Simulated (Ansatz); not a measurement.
Computed with Ansatz on PBE0-D4/def2-TZVP structures; ΔE is electronic, products minus reactants. CBS: MP2 limit from def2 TZ/QZ plus the TZ coupled-cluster correction, frozen cores. Double bonds are as drawn, so ΔE can hold a change between cis and trans. Functionals use def2-TZVPP. B3LYP here is the variant with VWN-RPA as its local correlation; programs differ in this. Each species was taken in one conformer, which may not be the lowest.

Consider the cleavage of the Al–Al bond: `C[SiH2][Al]([AlH2])[AlH2]` + `O/C=N/[SiH3]` → `[AlH2][O]/C=N\[SiH3]` + `C[SiH2][AlH][AlH2]`.

`C[SiH2][Al]([AlH2])[AlH2]`:

```xyz
14

C     2.024    1.183   -1.257
Si    1.113   -0.451   -1.035
Al   -0.807   -0.410    0.519
Al   -1.441    1.813    1.653
Al   -2.040   -2.640    0.886
H     1.351    1.952   -1.643
H     2.426    1.534   -0.304
H     2.856    1.076   -1.958
H     0.626   -0.920   -2.370
H     2.083   -1.489   -0.568
H    -0.818    2.247    3.058
H    -2.480    2.829    0.992
H    -3.280   -3.075   -0.019
H    -1.614   -3.650    2.047
```

`O/C=N/[SiH3]`:

Cartesian coordinates in Å:
```
O 0.748 0.496 2.273
C 0.064 0.378 1.133
N 0.522 -0.183 0.108
Si -0.326 -0.358 -1.387
H 1.609 0.076 2.125
H -0.924 0.839 1.245
H -1.693 0.244 -1.328
H 0.449 0.310 -2.462
H -0.448 -1.802 -1.706
```

`[AlH2][O]/C=N\[SiH3]`:

Cartesian coordinates in Å:
```
Al 2.013 -1.531 0.475
O 0.698 -0.477 0.146
C 0.617 0.806 -0.244
N -0.447 1.436 -0.439
Si -2.030 0.743 -0.235
H 1.610 -2.985 0.912
H 3.472 -0.951 0.310
H 1.593 1.289 -0.386
H -2.253 0.290 1.166
H -3.028 1.792 -0.555
H -2.245 -0.412 -1.151
```

`C[SiH2][AlH][AlH2]`:

Cartesian coordinates in Å:
```
C -0.532 -0.011 1.941
Si -1.502 -0.275 0.346
Al -0.142 -0.113 -1.706
Al 2.397 0.388 -1.681
H 0.263 -0.754 2.040
H -1.183 -0.094 2.814
H -0.071 0.979 1.956
H -2.611 0.727 0.283
H -2.163 -1.616 0.397
H -0.909 -0.337 -3.090
H 2.966 1.880 -1.727
H 3.488 -0.773 -1.573
```

```csv
level,ΔE (kJ/mol)
r2SCAN-D4,-93.0
r2SCAN,-92.6
B3LYP,-102.6
HF/def2-QZVPP,-118.2
```

**Question.** What does CCSD(T)/CBS give? (Estimate.)

**Answer.** Ansatz gave: -100.4 kJ/mol. The listed levels differ from it by 7.4, 7.8, -2.2, -17.8 kJ/mol.

Largest T1 diagnostic among the species: 0.015.

In def2-TZVPP, CCSD(T) changes the Hartree–Fock value by +16.8 kJ/mol (the triples alone add +3.0 kJ/mol) and MP2 by +7.1 kJ/mol. From PBE to PBE0 (25 % exact exchange), in def2-TZVPP and without D4, ΔE moves by −5.5 kJ/mol.
